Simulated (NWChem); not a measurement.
System: CH6GeTe; SMILES C[Te][GeH3]

Results from NWChem. Medium grid unless said otherwise, to which SCAN and Minnesota functionals are sensitive. The geometry was optimised at PBE-D3(BJ)/def2-SVP. Not confirmed as a minimum by frequencies. def2 effective core potentials on Te; no spin-orbit coupling.

Question: Order these by “orbital gap (eV)”, lowest first: B97-D/def2-SVP; M06-2X/def2-SVP; B3LYP/def2-SVP; Hartree-Fock/def2-SVP; LC-BLYP (range parameter 0.33 per bohr)/def2-SVP.

Answer: B97-D/def2-SVP (3.42), B3LYP/def2-SVP (4.82), M06-2X/def2-SVP (7.17), LC-BLYP (range parameter 0.33 per bohr)/def2-SVP (9.26), Hartree-Fock/def2-SVP (10.74)
